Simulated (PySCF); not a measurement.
Isomers of C2H5B. Isolated molecules, 0 K electronic values unless said otherwise. One relaxed conformer stands for each flexible species; it need not be the lowest. Strings in code marks are SMILES.

All values below come from PySCF with PBE-D3(BJ)/def2-TZVP // PBE0-D4/def2-TZVP. Excitations are Tamm–Dancoff values on a coarser integration grid. The basis has no diffuse functions, so Rydberg states are missing or too high.

| species | S1–T1 gap (TDA) (eV) | S1 excitation (TDA) (eV) |
|---|---|---|
| `B1CC1` | 0.70 | 3.98 |
| `[H]/B=C/C` | 0.48 | 2.89 |
| `BC=C` | 1.13 | 4.74 |
